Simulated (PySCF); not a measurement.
## Cost of response and excited-state runs on `[SiH3]C1=CC=C(C=S)B1`, C5H7BSSi

Geometry (Å), atoms numbered from 1 in this order:
```xyz
15

Si    2.704   -0.006    0.359
C     0.861   -0.129    0.126
C     0.231   -0.903   -0.796
C    -1.249   -0.792   -0.742
C    -1.657    0.071    0.229
C    -3.032    0.376    0.510
S    -3.563    1.408    1.658
B    -0.312    0.605    0.905
H     3.404   -0.898   -0.616
H     3.162    1.403    0.151
H     3.082   -0.408    1.749
H     0.725   -1.558   -1.525
H    -1.908   -1.349   -1.417
H    -3.768   -0.148   -0.124
H    -0.213    1.396    1.806
```

PySCF with density fitting, on 1 thread of an Arm Neoverse V2, shared host. Command: `OMP_NUM_THREADS=1 python excited_run.py task.json out`

Problem. How long does each of these runs take, and how much memory?
- first hyperpolarisability, B3LYP/def2-SVPD; wavelengths [1550, 1064, 694.3] nm
- excited states, PBE0/def2-SVPD; Tamm-Dancoff; spin-orbit couplings; 6 states; 5 triplets; quadratic response for 4 states
- excited states, CAM-B3LYP/def2-SVPD; two-photon moments; 6 states; quadratic response for 5 states; 0 triplets

Solution. 
```tsv
run	level	basis functions	wall time	peak memory (GiB)
first hyperpolarisability	B3LYP/def2-SVPD	227	25 s	0.9
excited states	PBE0/def2-SVPD	227	29 s	0.91
excited states	CAM-B3LYP/def2-SVPD	227	43 s	0.99
```
Times from a shared host are rough.
